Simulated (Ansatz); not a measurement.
One change: `C=C(O)[CH2][GaH2]` becomes `C=C(N)O`.

Ansatz, PBE0-D4/def2-TZVP geometries, multiplicity 1. Each molecule was computed in one conformer, which needn't be the lowest. `C=C(O)[CH2][GaH2]` holds a close contact that its SMILES doesn't draw: Ga···O 2.39 Å.

Scalar relativity is left out up to krypton.

```csv
property,`C=C(O)[CH2][GaH2]`
HOMO–LUMO gap (B3LYP/def2-TZVPP) / eV,5.63
LUMO energy (B3LYP/def2-TZVPP) / eV,-0.92
size of the dipole moment (ωB97M-V/def2-TZVPP) / D,1.51
HOMO energy (PBE/def2-TZVPP) / eV,-5.63
LUMO energy (ωB97M-V/def2-TZVPP) / eV,0.99
HOMO–LUMO gap (PBE/def2-TZVPP) / eV,4.15
```

Problem. Give the same properties after the change, and the shifts. (An estimate is asked.)

Solution. The calculation gave: 
```
                                          property  `C=C(N)O`  shift
             HOMO–LUMO gap (B3LYP/def2-TZVPP) / eV       6.15   0.52
               LUMO energy (B3LYP/def2-TZVPP) / eV       0.50   1.42
size of the dipole moment (ωB97M-V/def2-TZVPP) / D       1.07  -0.44
                 HOMO energy (PBE/def2-TZVPP) / eV      -4.66   0.97
             LUMO energy (ωB97M-V/def2-TZVPP) / eV       2.33   1.34
               HOMO–LUMO gap (PBE/def2-TZVPP) / eV       4.67   0.52
```

With PBE0 the HOMO rises by 0.89 eV and the LUMO rises by 1.53 eV, so the gap widens by about 0.64 eV. PBE moves the HOMO by 0.97 eV and ωB97M-V by 0.84 eV. The zero-point energy changes by -36.6 kJ/mol with -9 modes. Dipoles are sizes alone; their direction can turn.

Positive LUMOs are unbound, so they and the gaps depend on the basis.

B3LYP here is the variant with VWN-RPA as its local correlation; programs differ in this.
